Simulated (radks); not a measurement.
The numbers below are computed, except where a source is named.
Polarisability of neutral zinc, [Ar] 3d10 4s2, at imaginary frequency. Level of theory: scalar-relativistic Kohn-Sham, LB94 model potential, spin-unpolarised, spherical densities, finite nucleus; Fermi nuclear charge, rms radius 3.9283 fm (a radial shooting solver on a logarithmic mesh with Libxc functionals). Response by self-consistent Sternheimer equations with the Hartree and adiabatic LDA kernel, the relativistic mass of each level held fixed and spin-orbit coupling left out.

w (hartree),alpha1(iw) (bohr^3),alpha2(iw) (bohr^5)
0.00266,28.20,189.3
0.0143,28.12,189.0
0.0360,27.71,187.6
0.0697,26.45,183.1
0.118,23.74,172.5
0.186,19.45,152.9
0.280,14.37,123.7
0.413,9.725,89.49
0.605,6.215,57.57
0.892,3.840,33.19
1.35,2.303,17.27
2.12,1.308,8.052
3.59,0.6604,3.239
6.94,0.2587,1.010
17.5,0.05792,0.1812

Static values: alpha1 = 28.20 bohr^3 (4.179 angstrom^3; uncoupled 49.66), alpha2 = 189.3 bohr^5, alpha3 = 2353 bohr^7. C6 = 179.8, C8 = 6855, triple-dipole C9 = 3592 atomic units. One-pole (London) frequency 4 C6 / (3 alpha1^2) = 0.301 hartree, against 0.389 for minus the highest occupied eigenvalue. Recommended static value: 38.67 bohr^3 (Schwerdtfeger and Nagle, 2023 table).
